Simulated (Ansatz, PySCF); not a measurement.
Reaction (SMILES): [SiH3]Cl + [H][H] (H2) -> Cl (HCl) + [SiH4] (SiH4)
Structures are relaxed separately at B3LYP-D3(BJ)/def2-TZVP in Ansatz (an electronic-structure program).

Quantity: energy of full hydrogenation (0 K, with B3LYP-D3(BJ) harmonic zero-point energies from PySCF), in eV. Correlated levels leave the core frozen unless marked. No spin-orbit coupling. No relativistic terms. CBS(X,Y): correlation extrapolated as X^-3; Hartree-Fock from the larger set. The bracket is a focal-point correction in the basis named.

```csv
level,program,energy of full hydrogenation (eV),minus last row
HF/6-31G*,Ansatz,0.73,-0.08
revPBE-D3(BJ)/def2-TZVPD,Ansatz + dftd3,0.79,-0.02
PBE0/def2-TZVP,Ansatz,0.76,-0.05
r2SCANh/def2-TZVPD,Ansatz,0.82,0.01
CAM-B3LYP-D3(BJ)/def2-TZVPD,Ansatz + dftd3,0.73,-0.08
CAM-B3LYP-D4/def2-TZVPD,Ansatz + dftd4,0.73,-0.08
MP2/cc-pV(T+d)Z,Ansatz,0.83,0.02
MP2/def2-QZVPPD,Ansatz,0.86,0.05
RI-MP2/cc-pV(Q+d)Z,Ansatz,0.87,0.06
SCS-MP2/def2-TZVPPD,Ansatz,0.77,-0.04
"CCSD/CBS(cc-pV(T+d)Z,cc-pV(Q+d)Z)",Ansatz,0.78,-0.03
CCSD(T)/6-31G*,Ansatz,0.90,0.09
CCSD(T)/cc-pwCVTZ,Ansatz,0.73,-0.08
"RI-MP2/CBS(def2-TZVPP,def2-QZVPP)+[CCSD(T)-MP2]/def2-QZVPP",Ansatz,0.80,-0.01
"CCSD(T)/CBS(def2-TZVPPD,def2-QZVPPD)",Ansatz,0.81,0.00
```
